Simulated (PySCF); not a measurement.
Computed with PBE-D3(BJ)/def2-TZVP // PBE0-D3(BJ)/def2-TZVP (PySCF 2.14.0). Gas-phase values, no solvent. One relaxed conformer stands for a flexible species; it need not be the lowest. 

Reference species (SMILES): `COCN` (neutral, multiplicity 1).

```yaml
HOMO–LUMO gap: 5.93 eV
```

Changed species: `C[C@@H](N)O`.

Problem. What does the change do to the HOMO–LUMO gap?

Solution. the HOMO–LUMO gap hardly moves.
